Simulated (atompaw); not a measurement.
## Reading a pseudo-wave (Cu (Z = 29))

Columns: radius, all-electron u(r) and pseudo u(r) of the 3p shell (level -76.24 eV) of copper in the configuration [Ne] 3s2 3p6 3d10 4s0.5 4p0; PBE, scalar-relativistic, PAW (atompaw) scheme, atompaw 4.2.0.5.

```csv
r (bohr),all-electron,pseudo
0.048,-0.3144,0.0205
0.096,-0.6101,0.0806
0.144,-0.6316,0.1758
0.192,-0.4391,0.2995
0.240,-0.1375,0.4429
0.288,0.1911,0.5962
0.337,0.5022,0.7522
0.385,0.7577,0.8947
0.433,0.9555,1.0186
0.481,1.0964,1.1176
0.529,1.1859,1.1879
0.577,1.2322,1.2282
0.625,1.2438,1.2400
0.673,1.2288,1.2267
0.721,1.1940,1.1934
0.769,1.1453,1.1452
0.817,1.0874,1.0874
0.865,1.0239,1.0239
0.913,0.9576,0.9576
0.962,0.8893,0.8893
1.010,0.8233,0.8233
1.058,0.7592,0.7592
1.106,0.6979,0.6979
1.154,0.6397,0.6397
1.202,0.5850,0.5850
1.250,0.5339,0.5339
```

Problem. How many radial nodes do the two functions have?

Solution. The all-electron 3p function has n − l − 1 = 1; the pseudo-wave has 0, since the states of the same l below it are removed with the core.

Problem. At about which radius was the pseudo-wave matched?

Solution. 0.85 bohr. The columns agree to 0.0005 from 0.77 bohr on; several derivatives are matched, so the curves merge somewhat inside the radius.

Problem. Is the pseudo-wave norm-conserving?

Solution. No, it belongs to a PAW set: the norm inside the radius is not constrained, and the difference is carried by the augmentation charge.
